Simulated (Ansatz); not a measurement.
Molecule: sum formula BNH₂Cl₂, net charge 0, singlet state. 
Geometry from a B3LYP-D3(BJ)/def2-TZVP (Ansatz, an electronic-structure program) optimisation:
```xyz
6

N     -1.7061    -0.3020     0.0927
B     -0.3439    -0.0609     0.0187
Cl     0.2555     1.5570    -0.3781
Cl     0.8112    -1.3682     0.3201
H     -2.0820    -1.2082     0.3154
H     -2.3906     0.4165    -0.0724
```
Charge 0, spin multiplicity 1.

Computed values are from Ansatz. Cores are frozen in the correlated levels unless marked. UHF or UKS for open shells. Spin-orbit coupling is left out. No relativistic terms. CBS(X,Y): correlation extrapolated as X^-3; Hartree-Fock from the larger set (for Q and 5 zeta extrapolated as (X+1)exp(-9√X)).

**Question.** What is the dipole moment at CCSD(T)/aug-cc-pV(D+d)Z?

**Answer.** 2.80 D.

**Question.** What is the T1 diagnostic at CCSD/cc-pV(5+d)Z?

**Answer.** 0.010.

**Question.** What is the total energy at CCSD(T)/CBS(cc-pV(Q+d)Z,cc-pV(5+d)Z)?

**Answer.** -1000.3838 Eh.

**Question.** What is the atomisation energy De at CCSD(T)/CBS(cc-pV(Q+d)Z,cc-pV(5+d)Z)?

**Answer.** 525.9 kcal/mol.

**Question.** What is the vertical ionisation energy (to the doublet) at CCSD(T)/CBS(aug-cc-pV(T+d)Z,aug-cc-pV(Q+d)Z)?

**Answer.** 11.20 eV.
